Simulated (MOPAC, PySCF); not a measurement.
C₃H₆Si, SMILES `C1=[SiH]CC1`, neutral singlet in the gas phase. 

Z-matrix (Å, degrees):
```
C
H 1 1.0947
H 1 1.0947 2 107.52
C 1 1.5331 2 113.04 3 125.46
H 4 1.0780 1 125.08 2 -61.21
C 1 1.5744 2 111.10 3 -121.76
H 6 1.0891 1 113.52 2 122.21
H 6 1.0891 7 108.69 1 127.34
Si 4 1.7065 5 143.72 1 180.00
H 9 1.4820 4 139.43 5 0.00
```
Charge 0, spin multiplicity 1.

All levels are single points at this geometry (B3LYP-D3(BJ)/def2-TZVP); Pople sets use spherical d functions. Orbital energies aren't observables, and empty levels follow the basis.

HF/STO-3G in PySCF gives gap (eV) = 12.74.

Question: Estimate the gap (eV) from each of these levels: B3LYP-D3(BJ)/def2-TZVP in PySCF; PBE-D3(BJ)/def2-TZVP in PySCF; B3LYP/6-311+G** in PySCF; B3LYP/6-31G* in PySCF; B3LYP/LANL2DZ in PySCF; BP86/6-31G* in PySCF; M06-2X/6-31G* in PySCF; PBE/6-31G* in PySCF; SVWN5/6-31G* in PySCF; HF/6-31G* in PySCF; AM1 in MOPAC; PM6 in MOPAC.

Answer: 
| level | gap (eV) |
|---|---|
| B3LYP-D3(BJ)/def2-TZVP in PySCF | 4.74 |
| PBE-D3(BJ)/def2-TZVP in PySCF | 3.38 |
| B3LYP/6-311+G** in PySCF | 4.73 |
| B3LYP/6-31G* in PySCF | 4.96 |
| B3LYP/LANL2DZ in PySCF | 4.98 |
| BP86/6-31G* in PySCF | 3.56 |
| M06-2X/6-31G* in PySCF | 7.11 |
| PBE/6-31G* in PySCF | 3.56 |
| SVWN5/6-31G* in PySCF | 3.52 |
| HF/6-31G* in PySCF | 10.55 |
| AM1 in MOPAC | 8.30 |
| PM6 in MOPAC | 7.28 |
